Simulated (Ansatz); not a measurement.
The molecule TiSe, closed-shell singlet (lowest of 2S+1 = 1, 3, 5, 7 at CCSD(T)/def2-TZVPP on PBE0 minima; our sources give no spin for the ground state, which may be another). No spin–orbit coupling. Ti is treated without relativity. Se is treated without relativity. The T1 diagnostic near the minimum is 0.064, so single-reference values are doubtful.

The constants come from a fifth-degree fit in 1/R (seven points, main isotopes). Runs in def2 and cc sets follow the lowest solution found near the PBE0 minimum. The singlet is held restricted.

Correlated levels freeze the inner cores; with def2 sets outer-core shells near the valence are correlated too.

Programs: Ansatz (Gaussian basis) for Hartree–Fock, density functionals and correlated methods. Values without a source in brackets are computed.

**Question.** What bond length and harmonic frequency does r2SCAN/def2-TZVPP give?

**Answer.** r_e = 2.178 Å, ω_e = 429 cm⁻¹.

**Question.** What bond length and harmonic frequency does B3LYP/def2-TZVPP give?

**Answer.** r_e = 2.160 Å, ω_e = 452 cm⁻¹.

**Question.** What bond length and harmonic frequency does B2PLYP/def2-TZVPP give?

**Answer.** r_e = 2.142 Å, ω_e = 489 cm⁻¹.

Doubts at one or more of the structures used: a restricted determinant that unrestricted orbitals would lower (B2PLYP/def2-TZVPP).

Ansatz is a quantum-chemistry and plane-wave program.
